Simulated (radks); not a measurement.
Question: The mean radii <r> (bohr) of the occupied orbitals of an atom or ion are listed with their occupations. All-electron calculation, non-relativistic Kohn-Sham, LDA (Slater exchange, Perdew-Wang correlation), spin-polarised, spherical densities, point nucleus. Program: a radial shooting solver on a logarithmic mesh with Libxc functionals.

| orbital | occ. | <r> |
|---|---|---|
| 1s up | 1 | 0.01868 |
| 1s down | 1 | 0.01868 |
| 2s up | 1 | 0.07742 |
| 2s down | 1 | 0.07739 |
| 2p up | 3 | 0.06529 |
| 2p down | 3 | 0.06528 |
| 3s up | 1 | 0.1796 |

Name the element and its charge. Open shells, if any, are filled with parallel spins first.

Answer: Z = 81, thallium, charge +70: Tl70+ in [Ne] 3s1. The 1s radius gives Z: for a bare nucleus <r> = 1.5/Z, 0.01852 bohr for Z = 81, and screening makes it slightly larger (0.01868 here). The occupations add up to 11, and the charge is Z minus that.
